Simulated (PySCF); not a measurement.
C₃H₅FOSi, SMILES O1CC=C[Si@@H]1F.

Geometry: B3LYP-D3(BJ)/def2-SVP. The structure was generated by enumeration; whether it is a known compound was not checked. Other conformers were not sampled.

Computed with B3LYP-D3(BJ)/def2-SVP (PySCF).

Frequencies are harmonic and unscaled.

```tsv
mode	ν (cm⁻¹)	IR (km/mol)	moving atoms (share of kinetic energy)
1	135	2.7	F 32 %, C 26 %, O 20 %, H 17 %
2	220	3.4	F 38 %, C 24 %, H 21 %, Si 13 %
3	314	15.8	O 32 %, H 21 %, F 19 %, C 17 %, Si 11 %
4	403	6.0	C 51 %, H 20 %, F 15 %
5	519	44.4	Si 42 %, C 26 %, O 22 %, H 8 %
6	675	32.0	H 76 %, C 21 %
7	688	17.7	C 55 %, Si 18 %, H 14 %, O 12 %
8	720	9.1	H 73 %, C 19 %, O 8 %
9	782	42.2	O 34 %, C 23 %, Si 19 %, F 14 %, H 10 %
10	866	106.8	H 49 %, Si 17 %, C 15 %, O 13 %
11	878	38.6	H 53 %, F 19 %, C 14 %, Si 12 %
12	918	5.2	C 62 %, H 33 %
13	939	231.8	Si 40 %, H 31 %, F 20 %
14	983	3.2	H 80 %, C 19 %
15	1032	4.4	H 56 %, C 43 %
16	1061	112.9	H 64 %, O 17 %, C 16 %
17	1153	80.6	C 37 %, H 34 %, O 28 %
18	1225	1.2	H 93 %
19	1320	11.7	H 66 %, C 33 %
20	1364	3.2	H 62 %, C 35 %
21	1467	4.4	H 92 %
22	1631	32.2	C 93 %
23	2294	146.6	H 97 %
24	3005	39.4	H 95 %
25	3040	21.1	H 90 %, C 10 %
26	3153	10.4	H 92 %, C 8 %
27	3210	1.4	H 91 %, C 9 %
```
